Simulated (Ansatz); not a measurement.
Reaction (redistribution): `O[PH][SbH2]` + `[SeH][SiH2][TeH]` → `OP[SiH2][SeH]` + `[SbH2][TeH]`

Program: Ansatz. Geometries: PBE0-D4/def2-TZVP. ΔE: electronic, gas phase. CCSD(T)/CBS is the MP2 limit (def2-TZVPP, def2-QZVPP) plus CCSD(T) − MP2 in def2-TZVPP, frozen cores. Functionals use def2-TZVPP. def2 core potentials past Kr. For Sb, Se, Te outer-core shells are correlated without core-valence functions, which leaves a few kJ/mol of doubt a bond. Scalar relativity is left out up to krypton. One conformer a species, not always the lowest.

`O[PH][SbH2]`:

Z-matrix (Å, degrees):
```
P
Sb 1 2.542
O 1 1.646 2 105.0
H 1 1.432 2 90.3 3 -101.6
H 2 1.715 1 92.3 3 32.7
H 2 1.707 1 91.1 3 -58.7
H 3 0.962 1 114.4 2 -40.3
```

`[SeH][SiH2][TeH]`:

```xyz
7

Se    0.738    0.177   -1.783
Si   -0.512    0.186    0.121
Te   -0.135   -1.962    1.312
H     0.564    1.622   -2.003
H    -0.147    1.360    0.951
H    -1.971    0.210   -0.154
H     1.462   -1.591    1.557
```

`OP[SiH2][SeH]`:

Cartesian coordinates in Å:
```
O 0.388 2.048 0.149
P 1.212 0.661 -0.245
Si -0.283 -0.872 0.477
Se -2.051 -0.968 -0.961
H 0.391 2.644 -0.604
H 2.014 0.543 0.929
H 0.427 -2.177 0.568
H -0.897 -0.528 1.785
H -1.201 -1.351 -2.097
```

`[SbH2][TeH]`:

Cartesian coordinates in Å:
```
Sb 0.866 -0.329 -0.970
Te -1.244 -1.298 0.531
H 1.691 0.352 0.363
H 0.122 1.170 -1.314
H -1.436 0.106 1.390
```

| level | ΔE (kcal/mol) | difference from CCSD(T)/CBS |
| --- | --- | --- |
| LDA (SPW92) | 0.8 | 0.8 |
| r2SCANh-D4 | -0.1 | -0.1 |
| r2SCAN0-D4 | -0.2 | -0.2 |
| BLYP | -0.9 | -0.9 |
| BHLYP | -1.4 | -1.4 |
| CAM-B3LYP | -1.0 | -1.0 |
| HF/def2-TZVPP | -2.4 | -2.4 |
| CCSD(T)/def2-TZVPP | 0.4 | 0.4 |
| HF/def2-QZVPP | -2.6 | -2.6 |
| HF/CBS(def2) | -2.7 | -2.7 |
| CCSD(T)/CBS | 0.0 | 0 |

Largest T1 diagnostic among the species: 0.014.

Leaving LDA and LC-ωPBE aside and taking each functional with its dispersion term where it has one, the values, not all of them listed here, spread over 1.3 kcal/mol, from BHLYP-D4 to PBE-QIDH. LDA lies +0.8 kcal/mol from PBE without D4. In def2-TZVPP, CCSD(T) changes the Hartree–Fock value by +2.8 kcal/mol (the triples alone add +0.4 kcal/mol) and MP2 by +3.8 kcal/mol.
